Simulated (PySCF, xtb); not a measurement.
TiI4, SMILES [I][Ti]([I])([I])[I], multiplicity 1.

GFN2-xTB (xtb 6.7.1) at its own geometry gives an orbital gap of 1.57 eV and a dipole moment of 0.00 D.

Geometry: PBE0-D3(BJ)/def2-SVP. The multiplicity is an assumed one; other spin states were not compared. The isomer is the one that the SMILES or the coordinates give; other isomers of the formula were not compared. The def2 effective core potentials stand for the cores of I; spin–orbit coupling is left out.

### Question
What does ωB97X/def2-TZVP (PySCF) give? (The exact figures need the calculation; the answer reports its results.)

### Answer
gap 8.02 eV (levels -9.76 and -1.73 eV), dipole 0.00 D.
